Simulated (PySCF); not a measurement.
GeH7NSi2, SMILES [GeH2]1[SiH2][SiH2][NH]1. The structure is a stationary point at ωB97X-D3(BJ)/def2-SVP. The structure was generated by enumeration, and PubChem lists no compound with its InChIKey, so it may never have been made.

Task: Give the equilibrium geometry at ωB97X-D3(BJ)/def2-SVP (PySCF confirms it by a frequency run) as a Z-matrix, and its point group. (Estimate from the structure and the level; the computed values follow.)

Result: point group Cs.
```
N
H 1 1.0148
Si 1 1.7461 2 126.37
H 3 1.4968 1 114.68 2 61.80
H 3 1.4968 4 106.42 1 127.91
Ge 1 1.8605 2 124.79 3 180.00
H 6 1.5417 1 111.91 2 60.85
H 6 1.5417 7 108.24 1 123.78
Si 3 2.3442 4 115.89 5 130.46
H 9 1.4908 3 117.57 4 -130.39
H 9 1.4908 10 109.97 3 -138.18
```
Charge 0, spin multiplicity 1.
